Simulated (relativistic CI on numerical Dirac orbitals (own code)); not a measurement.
**Mn⁴⁺: resonant inelastic scattering at the M2,3 edge**

Computed with this model: Dirac-Coulomb-Breit CI, orbitals from a KLI potential per configuration, model QED (radiative potential, 1s self-energy scaled to tabulated hydrogen-like ionisation energies), Kramers-Heisenberg scattering through one core-hole configuration in a parametric crystal field, unscaled Slater integrals; configurations [Ar] 3d3 → [Ne] 3s2 3p5 3d4; 300 K; core-hole width 0.8 eV; summed over polarisations. Incident energies are the highest absorption maxima for each field (at most a few, so the weaker spin-orbit partner edge can be absent), on the computed scale of the free ion. Intensities are in per cent of the strongest line above 0.02 eV; levels within 1 cm⁻¹ are merged; final levels count from the ground level, the first row holds all elastic scattering, lines under 0.4 are left out and each table stops after 24 rows. The scale of the Slater integrals is a model choice and moves the terms in proportion.

Field parameters in Wybourne normalisation: D4h B²₀ = −7Ds, B⁴₀ = 21(Dq − Dt), B⁴₄ = 21√(5/14) Dq; Td as Oh with Dq negative (B⁴₀ = 21Dq, B⁴₄ = √(5/14) B⁴₀). The field is a parameter set, without covalency.

S is read from ⟨S²⟩ = S(S + 1).

Td, 10Dq = -7850 cm⁻¹:

```
Final level (eV)  Degeneracy  Irrep     S  57.6 eV  63.3 eV  70.4 eV
           0.000           4     Γ8  1.50     61.2    156.0    222.5
           0.006           2     Γ7  1.50      7.4      9.7     33.1
           0.062           4     Γ8  1.50      9.1     24.4     89.1
           0.098           2     Γ6  1.50      2.4     11.1     54.7
           0.850           2     Γ7  1.50      4.8     29.9     41.7
           0.858           4     Γ8  1.50      9.6     57.7    100.0
           0.882           2     Γ6  1.50      3.4     11.8     33.7
           0.885           4     Γ8  1.50      5.0     32.7     51.9
           1.845           4     Γ8  1.50      1.5     76.3     15.9
           3.136           2     Γ6  1.48      0.4      2.6     10.2
           3.153           4     Γ8  1.47      0.8      3.8     28.7
           3.212           2     Γ7  1.50      0.5      3.5      9.5
           3.212           4     Γ8  1.50      0.8      5.5     37.0
           3.532           2     Γ6  0.52      0.0      0.4      0.1
           3.568           4     Γ8  0.56      0.1      0.4      1.0
```

D4h, 10Dq = 36900, Ds = -1220, Dt = 340 cm⁻¹:

```csv
Final level (eV),Degeneracy,Irrep,S,59.5 eV,66.8 eV,74.7 eV
0.000,4,Γ6+Γ7,1.50,455.8,153.6,77.0
2.960,2,Γ6,0.50,0.4,0.2,0.1
3.041,2,Γ7,0.50,0.4,0.8,0.1
3.069,2,Γ6,0.50,0.4,0.6,0.1
3.212,2,Γ6,0.50,0.6,0.4,0.1
4.183,2,Γ7,1.50,36.4,29.4,61.2
4.187,2,Γ7,1.50,35.8,29.2,47.0
4.192,2,Γ6,1.50,34.5,30.2,41.2
4.197,2,Γ6,1.50,32.9,30.1,41.6
4.573,2,Γ6,1.49,32.5,35.8,33.6
4.576,2,Γ7,1.50,33.3,36.5,29.3
4.718,2,Γ7,0.51,0.2,0.3,0.5
5.728,2,Γ7,1.50,4.8,37.1,100.0
5.733,2,Γ7,1.50,4.5,31.4,81.9
5.737,2,Γ6,1.50,4.4,25.4,78.8
5.742,2,Γ6,1.50,4.0,20.6,77.6
6.494,2,Γ6,1.45,4.4,21.3,40.2
6.503,2,Γ7,1.50,4.1,21.0,48.9
6.636,2,Γ6,0.59,0.1,0.6,3.4
7.598,2,Γ7,0.50,0.2,0.1,0.5
7.738,2,Γ6,0.50,0.2,0.1,0.4
```

Td, 10Dq = -8700 cm⁻¹:

| Final level (eV) | Degeneracy | Irrep | S | 57.7 eV | 63.4 eV | 70.5 eV |
| --- | --- | --- | --- | --- | --- | --- |
| 0.000 | 4 | Γ8 | 1.50 | 60.4 | 159.0 | 225.2 |
| 0.006 | 2 | Γ7 | 1.50 | 7.5 | 9.8 | 33.9 |
| 0.062 | 4 | Γ8 | 1.50 | 9.9 | 25.4 | 96.3 |
| 0.098 | 2 | Γ6 | 1.50 | 2.8 | 11.9 | 59.4 |
| 0.944 | 2 | Γ7 | 1.50 | 5.1 | 31.4 | 41.4 |
| 0.951 | 4 | Γ8 | 1.50 | 10.4 | 59.4 | 100.0 |
| 0.976 | 2 | Γ6 | 1.50 | 3.8 | 12.9 | 35.9 |
| 0.978 | 4 | Γ8 | 1.50 | 5.6 | 34.9 | 57.2 |
| 2.043 | 4 | Γ8 | 1.50 | 1.6 | 80.5 | 15.6 |
| 3.217 | 2 | Γ6 | 1.48 | 0.4 | 3.0 | 8.8 |
| 3.232 | 4 | Γ8 | 1.46 | 0.8 | 4.3 | 26.1 |
| 3.294 | 2 | Γ7 | 1.50 | 0.5 | 4.3 | 10.4 |
| 3.294 | 4 | Γ8 | 1.50 | 0.8 | 6.6 | 37.7 |
| 3.586 | 4 | Γ8 | 0.58 | 0.1 | 0.5 | 1.3 |

For the first field the strongest loss at the lowest incident energy is the level at 0.86 eV (S = 1.50, against 1.50 in the thermal ground state).
